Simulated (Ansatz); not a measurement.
CH4OSSi can be A, `OC1[SiH2]S1`, or B, `O=C([SiH3])S`.

Computed with Ansatz on PBE0-D4/def2-TZVP structures; ΔE is electronic, products minus reactants. CBS: MP2 limit from def2 TZ/QZ plus the TZ coupled-cluster correction, frozen cores. DFT in def2-TZVPP. B3LYP here is the variant with VWN-RPA as its local correlation; programs differ in this. Each species was taken in one conformer, which may not be the lowest.

Question: Which isomer does CCSD(T)/CBS put lower? Give the gap. (Estimate.)

Answer: The calculation gave: A, by 2.5 kcal/mol.

Question: Give E(B) − E(A) in kcal/mol with CCSD(T)/def2-TZVPP, MP2/def2-TZVPP, CCSD/def2-TZVPP, B2PLYP, B3LYP-D4, BLYP-D4, B3LYP. (Best estimate.)

Answer: Ansatz gave: CCSD(T)/def2-TZVPP 0.4, MP2/def2-TZVPP 3.0, CCSD/def2-TZVPP 0.8, B2PLYP -1.4, B3LYP-D4 -2.7, BLYP-D4 -6.1, B3LYP -2.8. The order is the other way round with B2PLYP, B3LYP-D4, BLYP-D4, B3LYP.

Question: Does the order hold for the free energy at 298.15 K (harmonic terms from PBE0-D4)? (Estimate.)

Answer: Ansatz gave: No: G(B) − G(A) = -2.7 kcal/mol, for one conformer each.

Largest T1 diagnostic: 0.017.

In def2-TZVPP, CCSD(T) changes the Hartree–Fock value by +3.7 kcal/mol (the triples alone add −0.4 kcal/mol) and MP2 by +6.3 kcal/mol. From BLYP to BHLYP (50 % exact exchange), in def2-TZVPP and without D4, E(B) − E(A) moves by +6.3 kcal/mol.
